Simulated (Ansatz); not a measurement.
```yaml
crystal:
  periodic: [true, true, true]
  atoms:
    - {symbol: C, position_ang: [-0.987881, 0.911681, -1.399444]}
    - {symbol: Al, position_ang: [-0.446533, 0.112949, 0.163874]}
    - {symbol: C, position_ang: [0.992748, 0.724250, 1.403690]}
    - {symbol: N, position_ang: [0.113676, -1.539439, -0.102304]}
    - {symbol: H, position_ang: [-1.985690, 0.722789, -1.626678]}
    - {symbol: H, position_ang: [-1.182419, 1.971631, -0.962731]}
    - {symbol: H, position_ang: [-0.045934, 0.957213, -1.866291]}
    - {symbol: H, position_ang: [-1.853547, -0.440115, 1.393987]}
    - {symbol: H, position_ang: [0.864228, 1.583105, 2.096773]}
    - {symbol: H, position_ang: [1.532576, -0.139767, 2.002886]}
    - {symbol: H, position_ang: [1.813226, 0.593545, 0.627012]}
    - {symbol: H, position_ang: [0.235089, -2.489224, 0.215556]}
    - {symbol: H, position_ang: [-0.756843, -2.412427, -1.096369]}
    - {symbol: H, position_ang: [0.934963, -1.741212, -0.972029]}
basis:
  gaussian: {orbitals: def2-SVP}
hamiltonian: {xc: {name: CAM-B3LYP}, dispersion: d4, pseudopotentials: {relativity: scalar}}
```

```sh
$ ansatz run in.yaml --threads 4 --pin off --events-out ev --progress --plain --max-ram 10444MiB
```

Shortened log:

```
Error: YAML parse error: error: line 2 column 3: crystal: missing field `lattice` (a structure is typed as `lattice` and `atoms`, a molecule's as `atoms` in Å alone, or read from a run's directory, `checkpoint`)
 --> <input>:2:3
1 | crystal:
2 |   periodic: [true, true, true]
3 |   atoms:
4 |     - {symbol: C, position_ang: [-0.987881, 0.911681, -1.399444]}
```

Problem. What is wrong with this run?

Solution. The molecule is marked periodic without a cell. The program refused the input.
